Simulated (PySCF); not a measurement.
## Electron correlation in Si²⁺ (silicon, charge +2)

[Ne] 3s1 4s1, high-spin 3S determinant (an excited configuration). All numbers are calculated (PySCF 2.14, scalar relativity by spin-free X2C-1e, in aug-cc-pCVTZ-DK). Frozen: 1s2; 10 electrons correlated.

MP2 pair energies summed by pair of shells (mhartree):

| pair | energy | share (%) |
| --- | --- | --- |
| 2p-2p | -191.19 | 67.5 |
| 2s-2p | -60.05 | 21.2 |
| 2p-3s | -13.64 | 4.8 |
| 2s-2s | -9.65 | 3.4 |
| 3s-4s | -4.39 | 1.5 |
| 2p-4s | -2.60 | 0.9 |
| 2s-3s | -1.53 | 0.5 |
| 2s-4s | -0.27 | 0.1 |

Total MP2 correlation energy: -283.33 mhartree.

Same-spin part -79.41 and opposite-spin part -203.92 mhartree; SCS-MP2 scales them by 1/3 and 6/5 to -271.17 mhartree.
